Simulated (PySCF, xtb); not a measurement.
Bi(Me)3 (C₃H₉Bi), SMILES [CH3][Bi]([CH3])[CH3].

Harmonic wavenumbers (cm⁻¹) from GFN2-xTB run with xtb at its own minimum, in rising order: 46, 68, 76, 147, 150, 163, 506, 520, 521, 721, 732, 733, 818, 820, 820, 1282, 1283, 1296, 1493, 1495, 1495, 1502, 1502, 1502, 3074, 3075, 3078, 3080, 3084, 3086, 3096, 3097, 3100.

**Question.** What does r2SCAN-D4/def2-SVP (PySCF) give at its own minimum? (The exact figures need the calculation; the answer reports its results.)

**Answer.** 83, 98, 98, 152, 152, 161, 463, 463, 465, 663, 684, 684, 781, 781, 781, 1161, 1161, 1181, 1419, 1425, 1425, 1432, 1432, 1440, 3042, 3044, 3044, 3169, 3169, 3169, 3173, 3173, 3174. Paired by order, the mean absolute difference is 57 cm⁻¹ and the zero-point energies are 67.8 and 66.8 kcal/mol.
